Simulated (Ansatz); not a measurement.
**Which method gave which barrier?**

Saddle point of BH₄ClO₂, singlet (BH₃O₂ ([OH][BH][OH]) + HCl → BH₂ClO₂ ([OH][B]([OH])[Cl]) + H₂; bonds formed: B1–Cl6, H2–H5; bonds broken: B1–H2, H5–Cl6), PBE0-D4/def2-TZVP structure:

```
atom    x (Å)    y (Å)    z (Å)
  B1  -0.0628  -0.1955  -0.1336
  H2   1.2144  -0.6517  -0.1049
  O3  -0.3484   0.6489  -1.1600
  O4  -0.8357  -1.2391   0.2425
  H5   1.1731  -0.0486   0.6362
 Cl6   0.5035   1.0964   1.6104
  H7   0.1207   1.4854  -1.1328
  H8  -1.7648  -1.0959   0.0422
```

Program: Ansatz 0.2.0. Basis: def2-TZVPP, with def2-QZVPP for the basis limit. Cores are frozen in the correlated methods. Extrapolation: Hartree–Fock as exp(−7.88 √X), correlation as X^−2.97. Four methods, as single points on the PBE0-D4 structures, gave these electronic barriers from the start structure: 1.230, 1.303, 1.614, 2.213 eV.

(1) The methods were, in alphabetical order, HF, MP2, PBE-D4, r2SCAN-D4. Which gave which? (Judge from chemistry; the calculation decides.)

The T1 diagnostic stays at or below 0.013.

Results:

(1) The calculation gives: PBE-D4 1.230; r2SCAN-D4 1.303; MP2 1.614; HF 2.213 eV. For comparison, CCSD(T) at an estimated basis limit (MP2 extrapolated from triple and quadruple zeta, plus CCSD(T) − MP2 in triple zeta) gives 1.634 eV.

Labels in which every atom is bracketed show which atoms are joined, not bond orders.

For scale, one of the runs: CCSD(T)/def2-TZVPP, 191 basis functions, launched by `ansatz run in.yaml --threads 2 --pin off --events-out ev --progress --plain --max-ram 4352MiB`. Hardware: 2 CPU threads of an Arm Neoverse V1, shared host. Wall time 74 s; peak host memory 2.2 GiB.
